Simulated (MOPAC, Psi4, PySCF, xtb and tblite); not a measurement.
Relaxed torsion scan: C₂H₄ClF, SMILES C(Cl)CF, singlet. Scanned: dihedral F1–C2–C3–Cl4; all other coordinates were relaxed at GFN2-xTB. Points at φ and −φ are mirror images.

Atom numbering (GFN2-xTB optimised geometry, Å):
```
8

F     -1.6127    -0.7886    -0.2678
C     -0.7272     0.2463    -0.1077
C      0.6693    -0.3203     0.0966
Cl     1.8173     1.0199     0.3079
H     -0.7820     0.8615    -1.0111
H     -1.0570     0.8224     0.7625
H      0.9839    -0.8995    -0.7719
H      0.7085    -0.9418     0.9915
```

- PM3, restricted, heats of formation // GFN2-xTB (MOPAC)
- PBE-D3(BJ)/def2-TZVP // GFN2-xTB (Psi4)
- GFN2-xTB (xtb and tblite)
- r2SCAN/def2-TZVP // GFN2-xTB (Psi4)
- RKS-M06-2X/6-31G* = restricted M06-2X/6-31G*, spherical d // GFN2-xTB (PySCF)
- MP2/cc-pVTZ = DF-MP2 (frozen core)/cc-pVTZ // GFN2-xTB in Psi4

Energies in kcal/mol, each method relative to its own lowest point.

```json
[
 {"φ / °": "-165", "PM3": "0.3", "PBE-D3(BJ)/def2-TZVP": "0.5", "GFN2-xTB": "0.3", "r2SCAN/def2-TZVP": "0.5", "RKS-M06-2X/6-31G*": "0.6", "MP2/cc-pVTZ": "0.6"},
 {"φ / °": "-150", "PM3": "0.8", "PBE-D3(BJ)/def2-TZVP": "1.6", "GFN2-xTB": "1.0", "r2SCAN/def2-TZVP": "1.8", "RKS-M06-2X/6-31G*": "1.9", "MP2/cc-pVTZ": "1.9"},
 {"φ / °": "-135", "PM3": "1.3", "PBE-D3(BJ)/def2-TZVP": "2.8", "GFN2-xTB": "1.7", "r2SCAN/def2-TZVP": "3.1", "RKS-M06-2X/6-31G*": "3.3", "MP2/cc-pVTZ": "3.4"},
 {"φ / °": "-120", "PM3": "1.5", "PBE-D3(BJ)/def2-TZVP": "3.2", "GFN2-xTB": "2.1", "r2SCAN/def2-TZVP": "3.6", "RKS-M06-2X/6-31G*": "3.9", "MP2/cc-pVTZ": "4.0"},
 {"φ / °": "-105", "PM3": "1.2", "PBE-D3(BJ)/def2-TZVP": "2.6", "GFN2-xTB": "1.9", "r2SCAN/def2-TZVP": "3.0", "RKS-M06-2X/6-31G*": "3.3", "MP2/cc-pVTZ": "3.3"},
 {"φ / °": "-90", "PM3": "0.7", "PBE-D3(BJ)/def2-TZVP": "1.4", "GFN2-xTB": "1.5", "r2SCAN/def2-TZVP": "1.6", "RKS-M06-2X/6-31G*": "1.9", "MP2/cc-pVTZ": "1.9"},
 {"φ / °": "-75", "PM3": "0.2", "PBE-D3(BJ)/def2-TZVP": "0.4", "GFN2-xTB": "1.3", "r2SCAN/def2-TZVP": "0.4", "RKS-M06-2X/6-31G*": "0.6", "MP2/cc-pVTZ": "0.8"},
 {"φ / °": "-60", "PM3": "0.0", "PBE-D3(BJ)/def2-TZVP": "0.5", "GFN2-xTB": "1.7", "r2SCAN/def2-TZVP": "0.4", "RKS-M06-2X/6-31G*": "0.4", "MP2/cc-pVTZ": "0.8"},
 {"φ / °": "-45", "PM3": "0.3", "PBE-D3(BJ)/def2-TZVP": "1.9", "GFN2-xTB": "2.8", "r2SCAN/def2-TZVP": "1.9", "RKS-M06-2X/6-31G*": "1.6", "MP2/cc-pVTZ": "2.2"},
 {"φ / °": "-30", "PM3": "1.0", "PBE-D3(BJ)/def2-TZVP": "4.2", "GFN2-xTB": "4.3", "r2SCAN/def2-TZVP": "4.3", "RKS-M06-2X/6-31G*": "3.8", "MP2/cc-pVTZ": "4.7"},
 {"φ / °": "-15", "PM3": "1.8", "PBE-D3(BJ)/def2-TZVP": "6.3", "GFN2-xTB": "5.7", "r2SCAN/def2-TZVP": "6.5", "RKS-M06-2X/6-31G*": "5.8", "MP2/cc-pVTZ": "6.9"},
 {"φ / °": "0", "PM3": "2.1", "PBE-D3(BJ)/def2-TZVP": "7.1", "GFN2-xTB": "6.2", "r2SCAN/def2-TZVP": "7.4", "RKS-M06-2X/6-31G*": "6.6", "MP2/cc-pVTZ": "7.8"},
 {"φ / °": "15", "PM3": "1.8", "PBE-D3(BJ)/def2-TZVP": "6.3", "GFN2-xTB": "5.7", "r2SCAN/def2-TZVP": "6.5", "RKS-M06-2X/6-31G*": "5.8", "MP2/cc-pVTZ": "6.9"},
 {"φ / °": "30", "PM3": "1.0", "PBE-D3(BJ)/def2-TZVP": "4.2", "GFN2-xTB": "4.3", "r2SCAN/def2-TZVP": "4.3", "RKS-M06-2X/6-31G*": "3.8", "MP2/cc-pVTZ": "4.7"},
 {"φ / °": "45", "PM3": "0.3", "PBE-D3(BJ)/def2-TZVP": "1.9", "GFN2-xTB": "2.8", "r2SCAN/def2-TZVP": "1.9", "RKS-M06-2X/6-31G*": "1.6", "MP2/cc-pVTZ": "2.2"},
 {"φ / °": "60", "PM3": "0.0", "PBE-D3(BJ)/def2-TZVP": "0.5", "GFN2-xTB": "1.7", "r2SCAN/def2-TZVP": "0.4", "RKS-M06-2X/6-31G*": "0.4", "MP2/cc-pVTZ": "0.8"},
 {"φ / °": "75", "PM3": "0.2", "PBE-D3(BJ)/def2-TZVP": "0.4", "GFN2-xTB": "1.3", "r2SCAN/def2-TZVP": "0.4", "RKS-M06-2X/6-31G*": "0.6", "MP2/cc-pVTZ": "0.8"},
 {"φ / °": "90", "PM3": "0.7", "PBE-D3(BJ)/def2-TZVP": "1.4", "GFN2-xTB": "1.5", "r2SCAN/def2-TZVP": "1.6", "RKS-M06-2X/6-31G*": "1.9", "MP2/cc-pVTZ": "1.9"},
 {"φ / °": "105", "PM3": "1.2", "PBE-D3(BJ)/def2-TZVP": "2.6", "GFN2-xTB": "1.9", "r2SCAN/def2-TZVP": "3.0", "RKS-M06-2X/6-31G*": "3.3", "MP2/cc-pVTZ": "3.3"},
 {"φ / °": "120", "PM3": "1.5", "PBE-D3(BJ)/def2-TZVP": "3.2", "GFN2-xTB": "2.1", "r2SCAN/def2-TZVP": "3.6", "RKS-M06-2X/6-31G*": "3.9", "MP2/cc-pVTZ": "4.0"},
 {"φ / °": "135", "PM3": "1.3", "PBE-D3(BJ)/def2-TZVP": "2.8", "GFN2-xTB": "1.7", "r2SCAN/def2-TZVP": "3.1", "RKS-M06-2X/6-31G*": "3.3", "MP2/cc-pVTZ": "3.4"},
 {"φ / °": "150", "PM3": "0.8", "PBE-D3(BJ)/def2-TZVP": "1.6", "GFN2-xTB": "1.0", "r2SCAN/def2-TZVP": "1.8", "RKS-M06-2X/6-31G*": "1.9", "MP2/cc-pVTZ": "1.9"},
 {"φ / °": "165", "PM3": "0.3", "PBE-D3(BJ)/def2-TZVP": "0.5", "GFN2-xTB": "0.3", "r2SCAN/def2-TZVP": "0.5", "RKS-M06-2X/6-31G*": "0.6", "MP2/cc-pVTZ": "0.6"},
 {"φ / °": "180", "PM3": "0.1", "PBE-D3(BJ)/def2-TZVP": "0.0", "GFN2-xTB": "0.0", "r2SCAN/def2-TZVP": "0.0", "RKS-M06-2X/6-31G*": "0.0", "MP2/cc-pVTZ": "0.0"}
]
```

Root-mean-square difference from the MP2/cc-pVTZ profile, itself a level with limits, after the best constant shift (kcal/mol): PM3 1.6, PBE-D3(BJ)/def2-TZVP 0.2, GFN2-xTB 0.9, r2SCAN/def2-TZVP 0.1, RKS-M06-2X/6-31G* 0.4.
